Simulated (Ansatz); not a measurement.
Program: Ansatz. Geometries: PBE0-D4/def2-TZVP. ΔE: electronic, gas phase. CCSD(T)/CBS is the MP2 limit (def2-TZVPP, def2-QZVPP) plus CCSD(T) − MP2 in def2-TZVPP, frozen cores. This one scheme is used for every species. Functionals use def2-TZVPP. B3LYP here is the variant with VWN-RPA as its local correlation; programs differ in this. One conformer a species, not always the lowest.

Reaction (ligand exchange at the Si–N bond): `N[SiH](N)N[SiH3]` + HCl → `N[SiH](Cl)N[SiH3]` + NH₃

`N[SiH](N)N[SiH3]`:

```xyz
14

N     0.652   -2.005    1.047
Si   -0.335   -0.673    0.613
N    -1.317   -0.660   -0.794
N     0.742    0.639    0.353
Si    0.429    2.022   -0.632
H     0.255   -2.791    1.535
H     1.435   -2.284    0.478
H    -1.311   -0.554    1.729
H    -0.934   -0.754   -1.721
H    -2.271   -0.977   -0.754
H     1.570    0.672    0.928
H    -0.858    2.688   -0.300
H     0.404    1.692   -2.084
H     1.540    2.986   -0.399
```

HCl:

Cartesian coordinates in Å:
```
Cl 0.611 -0.098 0.160
H -0.611 0.098 -0.160
```

`N[SiH](Cl)N[SiH3]`:

Cartesian coordinates in Å:
```
N -0.491 1.984 -1.128
Si 0.575 0.842 -0.463
Cl 1.348 -0.558 -1.782
N -0.250 -0.100 0.695
Si -0.154 -1.802 1.019
H -1.371 1.698 -1.527
H -0.127 2.805 -1.584
H 1.746 1.606 0.022
H -0.847 0.423 1.320
H -0.784 -2.621 -0.049
H 1.251 -2.252 1.186
H -0.896 -2.024 2.289
```

NH₃:

Cartesian coordinates in Å:
```
N -0.247 0.022 -0.134
H 0.105 -0.928 -0.146
H 0.462 0.607 -0.558
H -0.320 0.299 0.837
```

| level | ΔE (kJ/mol) | difference from CCSD(T)/CBS |
| --- | --- | --- |
| PBE-D4 | -51.5 | -2.6 |
| r2SCAN-D4 | -50.7 | -1.8 |
| PBE0-D4 | -51.1 | -2.2 |
| B3LYP-D4 | -48.2 | 0.7 |
| ωB97X-V | -48.9 | 0.0 |
| ωB97M-V | -48.6 | 0.3 |
| B2PLYP | -47.9 | 1.0 |
| PBE | -51.5 | -2.6 |
| r2SCAN | -50.9 | -2.0 |
| PBE0 | -51.0 | -2.1 |
| B3LYP | -47.9 | 1.0 |
| HF/def2-TZVPP | -48.6 | 0.3 |
| MP2/def2-TZVPP | -48.5 | 0.4 |
| SCS-MP2/def2-TZVPP | -46.8 | 2.1 |
| CCSD/def2-TZVPP | -44.0 | 4.9 |
| CCSD(T)/def2-TZVPP | -44.6 | 4.3 |
| HF/def2-QZVPP | -48.4 | 0.5 |
| MP2/def2-QZVPP | -50.9 | -2.0 |
| SCS-MP2/def2-QZVPP | -49.2 | -0.3 |
| HF/CBS(def2) | -48.4 | 0.5 |
| MP2/CBS(def2) | -52.8 | -3.9 |
| CCSD/CBS(def2) | -48.3 | 0.6 |
| CCSD(T)/CBS | -48.9 | 0 |

Largest T1 diagnostic among the species: 0.010.
